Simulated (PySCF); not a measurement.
A survey of ¹⁹F NMR shifts

Gas phase, a single conformation, rapidly exchanging positions averaged, relativity neglected. Geometry from GFN2-xTB; σ from GIAO-PBE0/pcSseg-1; PySCF 2.14.

Shieldings were converted by a linear fit to measured shifts: ¹⁹F (scatter 6.0 ppm rms, 7.0 ppm with the 5 outliers that the fit left out vs CFCl3, solution or neat liquid, with a term for F on sp3 carbon). A few per cent of atoms miss by over 2 rms, more outside the fitted compound classes.

**Question.** Give the ¹⁹F shifts of `CN(C)c1snnc1C(F)(F)F`, `Cc1cccc(/P=C\F)c1`.

**Answer.** 
```
            compound                   environment  δ (ppm)
CN(C)c1snnc1C(F)(F)F  fluorine of a CF3 group (×3)    -48.4
   Cc1cccc(/P=C\F)c1          fluorine bonded to C    -43.3
```

**Question.** Order these by ¹⁹F shift, lowest first.
A. Cc1ccccc1/P=C/F
B. C/C=P\c1ccc(F)cc1
C. OCCC/P=P/C(F)(F)F

**Answer.** B (-111.7 ppm, aryl fluorine), A (-51.9 ppm, fluorine bonded to C), C (-40.7 ppm, fluorine of a CF3 group).
